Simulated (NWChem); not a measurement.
Species: C2H3FO2Si; SMILES C1[Si@](OC=1)(O)F

```xyz
9

O     -1.2389    -1.4248    -0.0300
Si    -0.0057    -0.3594     0.0839
F      1.3090    -1.2740    -0.0015
C     -0.0057     1.1445     1.1179
C      0.0254     1.7747    -0.0774
O      0.0226     0.8824    -1.1215
H     -2.1347    -1.0805     0.0317
H     -0.0043     1.5648     2.1195
H      0.0508     2.8381    -0.3442
```
Atoms are numbered in this order, from 1.

All runs: NWChem. Pople sets run with spherical d functions. Medium grid unless said otherwise, to which SCAN and Minnesota functionals are sensitive. Coordinates come from a PBE0/def2-SVP optimisation.

**Question.** Order these by “highest occupied level (eV)”, lowest first: PBE/6-31G*; TPSSh/6-31G*; LC-wPBE (HJS exchange hole, range parameter 0.4 per bohr)/6-31G*; BHandHLYP/6-31G*; B3LYP/6-31G*.

**Answer.** LC-wPBE (HJS exchange hole, range parameter 0.4 per bohr)/6-31G* (-9.72), BHandHLYP/6-31G* (-8.13), B3LYP/6-31G* (-6.67), TPSSh/6-31G* (-6.21), PBE/6-31G* (-5.60)
